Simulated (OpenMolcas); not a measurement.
**Zr2+: the spin-orbit constant, worked from levels**

```json
{"Program": "OpenMolcas", "Basis": "ANO-RCC-VTZP [7s6p4d2f1g]", "Scalar Hamiltonian": "DKH2, point nucleus", "Active space": "8 electrons in 8 orbitals (RAS1 4p, at most 2 holes; RAS2 4d)", "State averaging": "2S+1 = 3 even, 10 roots; 2S+1 = 1 even, 15 roots", "Spin-orbit coupling": "RASSI with atomic mean-field integrals over the reference wave functions, term energies averaged over their components"}
```

Methods: RASSCF; SS-RASPT2, IPEA 0.25 Eh, imaginary shift 0.1 Eh (closed shells correlated: 4s). Measured levels: Moore, Atomic Energy Levels, vol. II, NSRDS-NBS 35 (1971 reprint of NBS Circular 467, 1952); NIST levels as listed in Rynkun, Gaigalas and Jonsson, Astron. Astrophys. 637, A10 (2020).

**The spin-orbit constant.** For the Hund term 3F of d2, E(J) = (A/2) J(J+1) + constant and ζ = 2S·A = 2A. From J = 2 to J = 4 the energy changes by 7 A.

```tsv
Source	E(4) - E(2)	A	ζ
RASSCF	1650.8	235.8	472
SS-RASPT2	1666.3	238.0	476
measured	1486.4	212.3	425
```

All in cm-1. SS-RASPT2 is off by +12.1 % and RASSCF by +11.1 %. Both methods take the spin-orbit matrix elements from the reference wave functions, so the second can move ζ only through the term energies and any multistate remixing. Second-order mixing with other terms is absorbed into this ζ.

CASPT2 does not keep the components of a term degenerate, so their means are used; among the terms shown or strongly mixed into the levels shown the widest spread is 130 cm-1 (4d2 3F, SS-RASPT2). Active for correlation alone: 4p; no level in the range computed is led by a configuration that opens it, so any true level of that kind is missing. Without dynamic correlation excited terms often stand tens of per cent too high (terms of higher spin than the ground term too low), and those without a measured partner can miss by more than the paired ones (holds for RASSCF). Computed and measured levels are paired by configuration, term and J; levels that our copy of the source lacks, or whose pairing is in doubt (as where it misses far off the trend of its configuration), stay unpaired and out of the deviations. Only configurations of the active space appear.
